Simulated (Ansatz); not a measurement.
Gas-phase electronic energies from Ansatz, PBE0-D4/def2-TZVP geometries. CCSD(T)/CBS is the MP2 limit (def2-TZVPP, def2-QZVPP) plus CCSD(T) − MP2 in def2-TZVPP, frozen cores. This one scheme is used for every species. def2 core potentials past Kr. For Br, Ga, Sn outer-core shells are correlated without core-valence functions, which leaves a few kJ/mol of doubt a bond. Scalar relativity is left out up to krypton. One conformer a species, not always the lowest.

`[F][Ga]([Br])[SnH3]` + H₂S → `[F][Ga]([SH])[Br]` + `[SnH4]`  (cleavage of the Ga–Sn bond)

| level | ΔE (kJ/mol) |
| --- | --- |
| HF/def2-SVP | -28.8 |
| SCS-MP2/def2-TZVPP | -22.3 |

**Question.** What does CCSD(T)/CBS give? (Estimate.)

**Answer.** Computed: -13.3 kJ/mol. The listed levels differ from it by -15.5, -9.0 kJ/mol.

Largest T1 diagnostic among the species: 0.013.

At CCSD(T), def2-SVP lies −12.4 kJ/mol from the extrapolated value and def2-TZVPP −7.8 kJ/mol. Leaving LDA and LC-ωPBE aside and taking each functional with its dispersion term where it has one, the values, not all of them listed here, spread over 21.4 kJ/mol, from B97M-V to BLYP-D4. LDA lies −3.2 kJ/mol from PBE without D4. In def2-TZVPP, CCSD(T) changes the Hartree–Fock value by +6.0 kJ/mol (the triples alone add −0.7 kJ/mol) and MP2 by +5.0 kJ/mol.

CCSD(T)/CBS has its own doubt, a few kJ/mol and more with outer-core shells, so smaller differences from it don't rank the levels.
